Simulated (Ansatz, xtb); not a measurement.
Breaking the Ge1–H2 bond in ClGeH (SMILES [Cl][GeH]) (multiplicity 1 held, fragments rigid). Energies count from the point at 1.606 Å.
Geometry at that point (charge 0, multiplicity 1):
| atom | x (Å) | y (Å) | z (Å) |
|---|---|---|---|
| Ge | 0.5286 | -0.1625 | 0.5049 |
| H | 1.6204 | -0.3833 | -0.6516 |
| Cl | -1.0904 | 0.3284 | -0.9121 |

Restricted levels (R-, RO-) in cc, def2 and unpolarised 6-31G sets keep to the state of the molecule at rest. U- levels take the lowest unrestricted solution at each point, which mixes spins at long bonds. Active spaces are followed from a long bond inwards. Curves can end on different states.

Correlated levels freeze the cores. Filled d and f shells under p-block atoms count as core.

Run with Ansatz (a program for electronic structure) with Gaussian orbitals; xtb for the GFN methods.  The GFN methods have no spin term and hold the electronic entropy of 300 K.

Energies in kcal/mol.

| R (Å) | GFN2-xTB | U-B3LYP/def2-TZVPP | R-SCS-MP2/def2-TZVPP | FIC-MRCISD on CASSCF(2,2)/def2-TZVPP | FIC-MRCISD+Q on CASSCF(2,2)/def2-TZVPP |
|---|---|---|---|---|---|
| 1.285 | 25.5 | 24.9 | 25.0 | 25.5 | 25.5 |
| 1.445 | 5.2 | 4.8 | 4.4 | 4.8 | 4.8 |
| 1.606 | 0.0 | 0.0 | 0.0 | 0.0 | 0.0 |
| 1.766 | 0.6 | 3.0 | 3.8 | 3.2 | 3.3 |
| 1.927 | 3.9 | 9.9 | 11.6 | 10.3 | 10.4 |
| 2.168 | 12.8 | 22.7 | 26.0 | 23.1 | 23.4 |
| 2.408 | 24.0 | 35.8 | 40.7 | 35.7 | 36.0 |
| 2.810 | 43.5 | 53.6 | 61.9 | 51.9 | 52.4 |
| 3.211 | 60.4 | 62.3 | 77.9 | 61.4 | 62.1 |
| 3.693 | 74.8 | 67.0 | 90.3 | 66.4 | 67.3 |
| 4.335 | 83.8 | 69.1 | 96.3 | 68.3 | 69.2 |
| 5.138 | 87.0 | 69.7 | 90.9 | 68.7 | 69.7 |

Doubts at one or more of the structures used: a spin-contaminated determinant (U-B3LYP/def2-TZVPP); a restricted determinant that unrestricted orbitals would lower (R-SCS-MP2/def2-TZVPP).
